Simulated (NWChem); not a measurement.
Molecule: CH3BrOSe; SMILES CO[Se]Br

```xyz
7

Se     0.7824     0.6400    -0.0524
Br    -0.1960    -1.5224     0.0202
O     -0.5398     1.7002     0.5799
C     -1.6154     1.9648    -0.3234
H     -2.2139     1.0461    -0.5089
H     -2.2555     2.7168     0.1804
H     -1.2596     2.3676    -1.2963
```
Atoms are numbered in this order, from 1.

Program: NWChem. Medium grid unless said otherwise, to which SCAN and Minnesota functionals are sensitive. All runs use the structure optimised with PBE-D3(BJ)/def2-SVP. Hybrids' shares of exact exchange are those that their runs print; pure functionals count as 0. The functionals differ in more than this share.

```csv
row,share of exact exchange,highest occupied level (eV)
PBE/def2-SVP,0.00,-5.34
TPSSh/def2-SVP,0.10,-6.02
B3LYP/def2-SVP,0.20,-6.36
r2SCAN0/def2-SVP,0.25,-6.88
PW6B95/def2-SVP,0.28,-6.73
MN15/def2-SVP,0.44,withheld
```

Fit a straight line of the last column on the one before it, predict the withheld value, and compare with the run.


1. Means of the 5 shown rows: x = 0.166, y = -6.266. Slope Σ(x − x̄)(y − ȳ)/Σ(x − x̄)² = -0.2776/0.05312 = -5.226; intercept -5.398.
2. The shown rows scatter about the line by 0.117 (root mean square); the largest residual is -0.18, at r2SCAN0/def2-SVP.
3. At x = 0.44 (MN15/def2-SVP; beyond the shown range) the line gives -7.70.
4. The run gives -7.37, +0.33 from the line, 2.8 times the scatter.
